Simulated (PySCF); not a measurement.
A structure optimised at PBE-D3(BJ)/def2-SVP, used in a PySCF frequency run:

```xyz
12

B      0.0000     0.0000     0.7878
F      0.0000    -1.1488     1.4866
F      0.0000     1.1488     1.4866
N      0.0000     0.0000    -0.6200
C      0.0000    -1.2273    -1.3936
C      0.0000     1.2273    -1.3936
H      0.8973    -1.2918    -2.0504
H     -0.8973    -1.2918    -2.0504
H      0.0000    -2.1010    -0.7170
H     -0.8973     1.2918    -2.0504
H      0.8973     1.2918    -2.0504
H      0.0000     2.1010    -0.7170
```
Charge 0, spin multiplicity 1.

Question: Write its SMILES, formula and point group.

Answer: CN(C)B(F)F, C2H6BF2N, C2v

Question: What are its rotational constants (standard atomic weights)?

Answer: 4.8039, 3.1177, 1.9377 GHz
